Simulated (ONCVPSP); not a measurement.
**cobalt (Co), ONCV: configuration errors across variants**

| Item | Value |
| --- | --- |
| Element | cobalt (Co) |
| Generator | ONCVPSP 4.0.1 |
| Type | optimised norm-conserving Vanderbilt (ONCV) |
| Functional | PBE |
| Relativity | scalar-relativistic |
| Frozen core | [Ne] |
| Valence charge | 17 |
| Reference configuration | 3s2 3p6 3d7 4s1.5 (charge +0.5) |
| Partial waves | 3s+4s: rc 1.15 bohr, ncon 3, nbas 6, qcut 11.1 1/bohr, 2 projectors; 3p: rc 1.15 bohr, ncon 4, nbas 7, qcut 12.4 1/bohr, 2 projectors, debl 2.5 Ha; 3d: rc 0.80 bohr, ncon 4, nbas 7, qcut 10.9 1/bohr, 2 projectors, debl 2.1 Ha |
| Local potential | polynomial inside 0.60 bohr (lpopt 4, dvloc0 0 Ha) |
| Core correction | none |

In the p channel the program set the typed energies aside and used -2.567, 0.250 Ha.

All-electron excitation energies from the reference (eV): (1) 3s2 3p6 3d7 4s2 -3.603; (2) 3s2 3p6 3d7 4s1 5.428; (3) 3s2 3p6 3d7 4s0 22.214; (4) 3s2 3p6 3d7.5 4s1.5 -4.563.

Errors AE − PS in meV (a dash: test not solved or not reliable):

| change | (1) | (2) | (3) | (4) | bound ghosts | GHOST(+) flags above zero |
| --- | --- | --- | --- | --- | --- | --- |
| base | +0.3 | -0.3 | -0.1 | -0.3 | none | s, d |
| d: qcut 7.2 | +0.4 | -0.3 | +0.1 | -0.2 | none | s |
| d: qcut 8.6 | +0.4 | -0.3 | 0.0 | -0.2 | none | s, d |
| d: qcut 10.1 | +0.3 | -0.3 | -0.1 | -0.2 | none | s, d |
| d: qcut 12.3 | +0.3 | -0.3 | -0.2 | -0.3 | none | s |
| d: qcut 16.2 | +0.3 | -0.3 | -0.4 | -0.3 | none | s |

Give the same row for: d: qcut 14.3.

+0.3, -0.3, -0.3, -0.3; bound ghosts: none; GHOST(+) flags above zero: s.
